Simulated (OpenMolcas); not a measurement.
# S²⁺: the spin-orbit constant, Slater's ratio, worked from levels

| Quantity | Value |
| --- | --- |
| Program | OpenMolcas 26.06 |
| Basis | ANO-R2 [5s4p3d1f] |
| Scalar Hamiltonian | X2C, finite nucleus |
| Active space | 2 electrons in 3 orbitals (3p) |
| State averaging | 2S+1 = 3 even, 3 roots; 2S+1 = 1 even, 6 roots |
| Spin-orbit coupling | RASSI with atomic mean-field integrals over the reference wave functions, term energies averaged over their components |

Methods: CASSCF; SS-CASPT2, IPEA 0.25 Eh, imaginary shift 0.1 Eh (closed shells correlated: 2s 2p 3s). Measured levels: NIST levels in Podobedova, Kelleher and Wiese, J. Phys. Chem. Ref. Data 38, 171 (2009).

**The spin-orbit constant.** For the Hund term 3P of p2, E(J) = (A/2) J(J+1) + constant and ζ = 2S·A = 2A. From J = 0 to J = 2 the energy changes by 3 A.

| Source | E(2) - E(0) | A | ζ |
| --- | --- | --- | --- |
| CASSCF | 765.1 | 255.0 | 510 |
| SS-CASPT2 | 766.2 | 255.4 | 511 |
| measured | 833.1 | 277.7 | 555 |

All in cm-1. SS-CASPT2 is off by -8.0 % and CASSCF by -8.2 %. Both methods take the spin-orbit matrix elements from the reference wave functions, so the second can move ζ only through the term energies and any multistate remixing. Second-order mixing with other terms is absorbed into this ζ.

**Slater's ratio.** With one set of orbitals, p2 has 1D - 3P = 6 F2 and 1S - 1D = 9 F2 (F2 = F²/25), a ratio of 3/2. Term energies are centres of gravity, weighted by 2J + 1.

```tsv
Source	1D - 3P	1S - 3P	F2 from the first	Ratio
CASSCF	13751	34154	2292	1.484
SS-CASPT2	10946	27325	1824	1.496
measured	10760	26599	1793	1.472
```

Energies in cm-1. A ratio away from 3/2 shows effects beyond one configuration with one set of orbitals, and in heavier atoms second-order spin-orbit shifts.

CASPT2 breaks the degeneracy within a term, and the mean is taken; among the terms shown or strongly mixed into the levels shown the widest spread is 120 cm-1 (3s2 3p2 1D, SS-CASPT2). With the s shell closed, the reference lacks s² → p² mixing. Computed and measured levels are paired by configuration, term and J; levels that our copy of the source lacks, or whose pairing is in doubt (as where it misses far off the trend of its configuration), stay unpaired and out of the deviations. Only configurations of the active space appear.
